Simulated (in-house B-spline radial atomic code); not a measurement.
Checks on a self-consistent run for Rb VI (Rb5+), [Ar] 3d10 4s2 (4p1/2)2. Computed with a B-spline radial code for spherical atoms: Dirac-Hartree-Fock, average of the jj configuration, Fermi nucleus of rms radius 4.2036 fm.

| orbital | q | ε (Eh) | <1/r> | <r²> | small-component weight |
| --- | --- | --- | --- | --- | --- |
| 1s1/2 | 2 | -564.78809 | 37.8815 | 0.00218588 | 0.018065 |
| 2s1/2 | 2 | -80.11275 | 8.53261 | 0.0370175 | 0.0036362 |
| 2p1/2 | 2 | -72.64173 | 8.46822 | 0.0284602 | 0.0036049 |
| 2p3/2 | 4 | -70.37007 | 8.15881 | 0.0298768 | 0.0035112 |
| 3s1/2 | 2 | -15.12074 | 2.8387 | 0.294111 | 0.00090608 |
| 3p1/2 | 2 | -12.39264 | 2.72355 | 0.300807 | 0.00085204 |
| 3p3/2 | 4 | -12.00290 | 2.6447 | 0.314171 | 0.00082391 |
| 3d3/2 | 4 | -7.24194 | 2.41256 | 0.325291 | 0.00070642 |
| 3d5/2 | 6 | -7.17102 | 2.39592 | 0.328079 | 0.00070044 |
| 4s1/2 | 2 | -3.69187 | 0.985678 | 2.03849 | 0.00017712 |
| 4p1/2 | 2 | -3.01523 | 0.89214 | 2.43809 | 0.00015113 |

Electron-electron repulsion V_ee = 1067.8908 hartree.

Problem. What total energy follows from the eigenvalues?

Solution. The eigenvalues count the repulsion twice, so E = Σqε - V_ee = -1905.012 - 1067.891 = -2972.903 hartree; the run printed -2972.903.

Problem. Does the Dirac virial theorem hold?

Solution. For a point nucleus E = -2c²Σq·w, with w the small-component weight. Here Σq·w = 0.079154 and c = 137.0360, so the ratio E/(-2c²Σq·w) is 1.000018; the finite nucleus accounts for the departure from 1.

Problem. What diamagnetic shielding (Lamb formula) and susceptibility (Langevin formula) do the radii give?

Solution. σ = (α²/3)Σq<1/r> = 191.884/(3·137.036²) = 3406 ppm, and χ = -0.79199×10⁻⁶·Σq<r²> = -11.82×10⁻⁶ cm³/mol with Σq<r²> = 14.924 bohr². Both are non-relativistic formulas without the paramagnetism of open shells.
